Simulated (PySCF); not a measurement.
## Partial charges of `C=C/C=N\N(C=C)CC(F)(F)F`

Species: C7H9F3N2.
Geometry (GFN2-xTB, Å), atoms numbered from 1 in this order:
```xyz
21
C7H9F3N2 angstrom
C      3.2805   -0.6490    1.6190
C      2.1368   -0.3831    0.9916
C      1.0348    0.2936    1.6402
N     -0.1719    0.4941    1.2702
N     -0.7431   -0.0318    0.1700
C     -0.3970   -1.2289   -0.4326
C     -0.8396   -1.6752   -1.6022
C     -1.9402    0.6709   -0.2079
C     -1.6569    1.8084   -1.1945
F     -2.7983    2.4174   -1.5582
F     -1.0722    1.3912   -2.3247
F     -0.8630    2.7500   -0.6764
H      3.4102   -0.4359    2.6675
H      4.1162   -1.0996    1.1122
H      2.0362   -0.6057   -0.0627
H      1.2601    0.7674    2.5888
H      0.2466   -1.8392    0.1863
H     -0.5587   -2.6545   -1.9414
H     -1.4587   -1.1001   -2.2654
H     -2.3671    1.1351    0.6875
H     -2.6635   -0.0078   -0.6678
```

Density: PBE0/pcSseg-1 (PySCF); schemes: Mulliken, IAO, Hirshfeld and ESP-fitted. Geometry: GFN2-xTB, one conformer, isolated molecule.

Q: At which atom do the 4 schemes differ most?

A: At N5: from -0.503 (Mulliken) to +0.569 e (ESP-fitted), 1.072 e apart.

Q: Which atoms carry the highest charge in the Mulliken, IAO, Hirshfeld and ESP-fitted schemes?

A: All schemes agree: Mulliken C9 (+0.785); IAO C9 (+0.802); Hirshfeld C9 (+0.255); ESP-fitted C9 (+0.656).

Q: For which atoms does the sign change between the 4 schemes (beyond +0.03 e in one, beyond −0.03 e in another)?

A: C3, N5 and C6.

Q: Give the atomic charges in each scheme.

A: In e:

| atom | environment | Mulliken | IAO | Hirshfeld | ESP-fitted |
| --- | --- | --- | --- | --- | --- |
| C1 | terminal =CH2 carbon | -0.126 | -0.296 | -0.083 | -0.415 |
| C2 | alkene CH carbon | -0.265 | -0.177 | -0.052 | -0.246 |
| C3 | C=N carbon | +0.102 | -0.049 | +0.003 | +0.276 |
| N4 | C=N nitrogen | -0.213 | -0.192 | -0.102 | -0.645 |
| N5 | nitrogen bonded to 2 C and N | -0.503 | -0.046 | +0.009 | +0.569 |
| C6 | vinylic carbon bearing nitrogen | +0.074 | -0.062 | -0.005 | -0.261 |
| C7 | terminal =CH2 carbon | -0.228 | -0.393 | -0.141 | -0.580 |
| C8 | sp3 carbon bound to nitrogen | -0.027 | -0.199 | -0.044 | -0.476 |
| C9 | CF3 carbon | +0.785 | +0.802 | +0.255 | +0.656 |
| F10 | fluorine of a CF3 group | -0.274 | -0.289 | -0.099 | -0.217 |
| F11 | fluorine of a CF3 group | -0.267 | -0.282 | -0.086 | -0.214 |
| F12 | fluorine of a CF3 group | -0.260 | -0.276 | -0.093 | -0.193 |
| H13 | vinylic hydrogen | +0.120 | +0.151 | +0.050 | +0.184 |
| H14 | vinylic hydrogen | +0.124 | +0.160 | +0.053 | +0.197 |
| H15 | vinylic hydrogen | +0.149 | +0.157 | +0.046 | +0.201 |
| H16 | hydrogen on a C=N carbon | +0.104 | +0.160 | +0.050 | +0.105 |
| H17 | vinylic hydrogen | +0.139 | +0.162 | +0.051 | +0.223 |
| H18 | vinylic hydrogen | +0.124 | +0.162 | +0.048 | +0.230 |
| H19 | vinylic hydrogen | +0.129 | +0.152 | +0.033 | +0.229 |
| H20 | methylene hydrogen | +0.161 | +0.187 | +0.056 | +0.195 |
| H21 | methylene hydrogen | +0.150 | +0.166 | +0.054 | +0.181 |

Mean size of the charges over all atoms: ESP-fitted 0.309 e, IAO 0.215 e, Mulliken 0.206 e, Hirshfeld 0.067 e. Each set sums to the total charge, 0, to within 0.001 e. The Hirshfeld scheme divides the density at each point in proportion to the densities of the neutral, spherically averaged free atoms.

Q: Sum the charges by element.

A: 
| element | atoms | Mulliken | IAO | Hirshfeld | ESP-fitted |
| --- | --- | --- | --- | --- | --- |
| C | 7 | +0.316 | -0.373 | -0.069 | -1.046 |
| N | 2 | -0.716 | -0.237 | -0.094 | -0.076 |
| F | 3 | -0.801 | -0.847 | -0.279 | -0.624 |
| H | 9 | +1.200 | +1.457 | +0.442 | +1.746 |

Q: How many electrons does the Mulliken scheme count on C9?

A: Z − q = 6 − (+0.785) = 5.215.

The run behind these numbers computed NMR shieldings as well. The run took 59 s wall on an Arm Neoverse V1 with one thread, no GPU, shared host.
